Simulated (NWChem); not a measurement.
# Correlation energy of In

```
In
```
Charge 0, spin multiplicity 2.

The numbers come from NWChem runs, not from measurements.

Basis set: def2-SVP. Each correlation energy counts from its own Hartree-Fock reference.

| method | correlation energy (mHa) |
|---|---|
| CCSD on UHF | -64.3 |
| UMP2 | -50.0 |
| CCSD(T) on ROHF | -68.7 |
| CCSD(T) on UHF | -66.2 |
| CCSD[T] on ROHF | -68.8 |
| SCS-UMP2 | -51.1 |
| CCSD on ROHF | -66.7 |
| CCSDT on ROHF | -68.9 |
| CCSD[T] on UHF | -66.3 |

The values span 19.0 mHa, from CCSDT on ROHF (lowest) to UMP2 (highest). 

Effective core potentials replace the inner electrons of In; spin-orbit coupling is left out. The correlated methods keep 4 core orbitals frozen. No SCF solution was tested for a lower state. Open-shell Hartree-Fock references start from PBE0 orbitals. Coupled-cluster values serve here as a point of comparison, not as the truth.
